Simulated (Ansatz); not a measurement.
Total energies of C$_{3}$H$_{15}$GeNSi$_{2}$, SMILES `C[Si](C)(C)[N]([SiH3])[GeH3]`.

Z-matrix (Å, degrees):
```
C
Si 1 1.871
H 1 1.093 2 112.1
H 1 1.094 2 109.3 3 -119.1
H 1 1.093 2 112.1 3 121.8
C 2 1.871 1 109.4 3 179.1
C 2 1.871 1 109.4 3 59.1
N 2 1.746 1 108.3 3 -60.9
H 6 1.093 2 111.7 1 179.8
H 6 1.093 2 110.8 1 59.5
H 6 1.094 2 110.8 1 -60.4
H 7 1.093 2 110.8 1 -59.5
H 7 1.093 2 111.7 1 -179.9
H 7 1.094 2 110.8 1 60.3
Si 8 1.723 2 123.1 1 0.0
Ge 8 1.851 2 120.0 1 -179.9
H 15 1.489 8 112.7 2 60.8
H 15 1.489 8 112.7 2 -60.8
H 15 1.490 8 107.7 2 -180.0
H 16 1.539 8 109.9 2 119.7
H 16 1.538 8 107.7 2 -0.1
H 16 1.539 8 109.9 2 -119.8
```

The species carries charge 0 and has multiplicity 1. Correlated methods include outer-core shells of Ge, which these sets cover unevenly. Scalar relativity is left out up to krypton. All single points use the PBE0-D4/def2-TZVP geometry. It is one conformer, not always the lowest. Basis def2-TZVPP, Ansatz 0.2.0.

RPA on PBE orbitals: Hartree–Fock energy of these orbitals -2830.10422 Eh, correlation -2.16761 Eh (frozen core).

| functional | kind | energy without D4 (Eh) | D4 term (kJ/mol) |
| --- | --- | --- | --- |
| LDA (SPW92) | LDA | -2827.13454 | – |
| PBE | GGA | -2833.38295 | -65.2 |
| revPBE | GGA | -2833.90770 | -174.1 |
| BLYP | GGA | -2834.18998 | -137.0 |
| r2SCAN | meta-GGA | -2834.09692 | -17.6 |
| B97M-V | meta-GGA with VV10 | -2833.73543 | – |
| PBE0 | global hybrid, 25 % exact exchange | -2833.53656 | -56.5 |
| B3LYP | global hybrid, 20 % | -2834.36459 | -103.9 |
| r2SCANh | meta-GGA hybrid, 10 % | -2834.08072 | -18.9 |
| r2SCAN0 | meta-GGA hybrid, 25 % | -2834.05844 | -20.8 |
| HSE06 (plane-wave form) | screened hybrid | -2833.51232 | -53.2 |
| BHLYP | global hybrid, 50 % | -2834.13467 | -83.9 |
| CAM-B3LYP | range-separated hybrid | -2834.29878 | -58.3 |
| LC-ωPBE | long-range corrected hybrid | -2833.71345 | – |
| ωB97X-V | range-separated hybrid GGA with VV10 | -2833.94239 | – |
| ωB97M-V | range-separated hybrid meta-GGA with VV10 | -2833.99934 | – |
| B2PLYP | double hybrid | -2833.48835 | – |
| PBE-QIDH | double hybrid | -2833.02948 | – |

B3LYP takes the VWN-RPA correlation (the form of Gaussian; ORCA's B3LYP/G). HSE06 is the plane-wave form, built on full-range PBE exchange. The double hybrids freeze the cores in their second-order part.

LC-ωPBE has ω = 0.4 bohr⁻¹.
